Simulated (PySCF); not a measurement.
## How methods differ on the ionisation energy of S⁺

S⁺ [Ne] 3s2 3p3 (4S) → S²⁺ [Ne] 3s2 3p2 (3P), as a difference of total energies. Calculation: PySCF 2.14, in aug-cc-pCVTZ-DK (8s7p5d3f, 75 functions); the spin-free X2C one-electron Hamiltonian (Gaussian nucleus). Correlated levels: nothing frozen. The calculations carry no spin-orbit coupling.

```
                 method  ionisation energy (eV)
                    UHF                  22.708
    MP2 (all electrons)                  23.362
SCS-MP2 (all electrons)                  23.170
   CCSD (all electrons)                  23.285
CCSD(T) (all electrons)                  23.320
```

A first-order spin-orbit estimate (lowest level to lowest level, LS coupling) adds -0.062 eV.

Errors of the correlated levels include the incompleteness of this basis.

Q: Which method comes closest to the reference value, and which is furthest?

A: The reference is 23.338 eV (measured; NIST Atomic Spectra Database, ionization energies). Closest: MP2 (all electrons) (error -0.039 eV); furthest: UHF (error -0.693 eV), both after the spin-orbit estimate.
